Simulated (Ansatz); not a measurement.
Start from `C=C1C[SiH2]1` and change one atom or group to get `C=C1[SiH2]C1Cl`.

Ansatz, PBE0-D4/def2-TZVP geometries, multiplicity 1. 

| property | `C=C1C[SiH2]1` |
| --- | --- |
| HOMO energy (ωB97M-V/def2-TZVPP) / eV | -9.46 |
| LUMO energy (PBE0/def2-TZVPP) / eV | -0.58 |
| HOMO–LUMO gap (PBE0/def2-TZVPP) / eV | 6.71 |
| HOMO–LUMO gap (ωB97M-V/def2-TZVPP) / eV | 10.97 |
| HOMO–LUMO gap (B3LYP/def2-TZVPP) / eV | 6.32 |
| size of the dipole moment (PBE/def2-TZVPP) / D | 0.24 |

**Question.** What does the change do to each property? (Best estimate.)

**Answer.** Ansatz gave: 
| property | `C=C1[SiH2]C1Cl` | shift |
| --- | --- | --- |
| HOMO energy (ωB97M-V/def2-TZVPP) / eV | -9.33 | 0.13 |
| LUMO energy (PBE0/def2-TZVPP) / eV | -1.31 | -0.73 |
| HOMO–LUMO gap (PBE0/def2-TZVPP) / eV | 5.89 | -0.82 |
| HOMO–LUMO gap (ωB97M-V/def2-TZVPP) / eV | 10.10 | -0.87 |
| HOMO–LUMO gap (B3LYP/def2-TZVPP) / eV | 5.50 | -0.82 |
| size of the dipole moment (PBE/def2-TZVPP) / D | 1.75 | 1.51 |

With PBE0 the HOMO rises by 0.10 eV and the LUMO falls by 0.73 eV, so the gap narrows by about 0.83 eV. PBE moves the HOMO by 0.10 eV and ωB97M-V by 0.13 eV. Dipoles are sizes alone; their direction can turn.

B3LYP here is the variant with VWN-RPA as its local correlation; programs differ in this.
